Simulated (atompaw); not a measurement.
**titanium (Ti): one change to a PAW (atompaw) potential, before and after**

```
Element                 : titanium
Generator               : atompaw 4.2.0.5
Type                    : PAW
Functional              : PBE
Relativity              : scalar-relativistic
Frozen core             : [Ne]
Valence charge          : 12
Reference configuration : 3s2 3p6 3d2 4s1.5 4p0 (charge +0.5)
Partial waves           : 3s (bound): rc 1.40 bohr; 4s (bound): rc 2.35 bohr; 3p (bound): rc 1.65 bohr; 4p (bound, empty): rc 2.35 bohr; 3d (bound): rc 2.25 bohr; 3d channel at 3.7 Ry: rc 2.25 bohr
Local potential         : vpsmatchnc scheme with l = 3 at 0.5 Ry, radius 1.65 bohr
Core correction         : smooth core density matched at 1.60 bohr
Augmentation charge     : besselshape compensation charge, radius 2.05 bohr; PAW radius 2.35 bohr; waves and projectors: custom polynom2 7 10 vanderbiltortho
```

Change: wave 3s (bound): rc 1.40 bohr becomes 3s (bound): rc 2.30 bohr.

Cutoffs: the cutoffs (Ry, on a coarse ladder) from which the occupation-weighted sum of valence levels, in a spherical-Bessel basis at the reference potential, stays within 10 and 1 mRy of its value at 400 Ry; they do not see the model core or the augmentation charge, which bear on the density cutoff.

Problem. What does the change do?

Solution. The potential gets neither clearly harder nor softer (25 Ry and 90 Ry → 25 Ry and 80 Ry); the p channel sets the loose cutoff, while the largest relative change is in s, which becomes softer; the range in which the s phases agree widens (upper end 0.2 → 1.2); neither file shows a bound ghost.

| quantity | base | changed |
| --- | --- | --- |
| cutoff, loose | 25 Ry | 25 Ry |
| cutoff, tight | 90 Ry | 80 Ry |
| loose cutoff by channel (10 mRy a level) | s 18 Ry, p 21 Ry, d 12 Ry | s 8 Ry, p 21 Ry, d 12 Ry |
| bound ghosts | none | none |
| s: phases at 2.36 bohr within 0.05 rad from the reference energy up to (Ry; the scan ends near 5) | 0.2 | 1.2 |
| p: phases at 2.36 bohr within 0.05 rad from the reference energy up to (Ry; the scan ends near 5) | 0.4 | 0.4 |
| d: phases at 2.36 bohr within 0.05 rad from the reference energy up to (Ry; the scan ends near 5) | to the end of the scan | to the end of the scan |
| lowest overlap eigenvalue by channel | s 0.42, p 0.58, d 0.86 | s 0.63, p 0.58, d 0.86 |

 The cutoffs see the waves, projectors and local potential, not the compensation charge or the core.
